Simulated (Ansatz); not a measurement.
Consider the redistribution: `C[Si](N)(O)Br` + `N[SiH2]S[SiH2]F` → `N[Si](N)(O)Br` + `C[SiH2]S[SiH2]F`.

Computed with Ansatz on PBE0-D4/def2-TZVP structures; ΔE is electronic, products minus reactants. CCSD(T)/CBS is the MP2 limit (def2-TZVPP, def2-QZVPP) plus CCSD(T) − MP2 in def2-TZVPP, frozen cores. Functionals use def2-TZVPP. B3LYP here is the variant with VWN-RPA as its local correlation; programs differ in this. For Br outer-core shells are correlated without core-valence functions, which leaves a few kJ/mol of doubt a bond. Scalar relativity is left out up to krypton. One conformer a species, not always the lowest.

Question: Is it downhill or uphill in electronic energy at CCSD(T)/CBS, and by how much? (Best estimate.)

Answer: The calculation gave: Downhill: ΔE = -12.2 kJ/mol.

Question: What do these levels give: r2SCAN-D4, B3LYP-D4, ωB97X-V, ωB97M-V, B2PLYP, PBE, r2SCAN, CCSD/def2-TZVPP, CCSD(T)/def2-TZVPP, HF/def2-QZVPP, MP2/def2-QZVPP, SCS-MP2/def2-QZVPP? (Estimate.)

Answer: Ansatz gave: r2SCAN-D4 -11.6, B3LYP-D4 -12.3, ωB97X-V -13.0, ωB97M-V -12.7, B2PLYP -11.4, PBE -9.6, r2SCAN -11.4, CCSD/def2-TZVPP -13.2, CCSD(T)/def2-TZVPP -12.7, HF/def2-QZVPP -13.0, MP2/def2-QZVPP -12.1, SCS-MP2/def2-QZVPP -11.8 kJ/mol.

Largest T1 diagnostic among the species: 0.012.
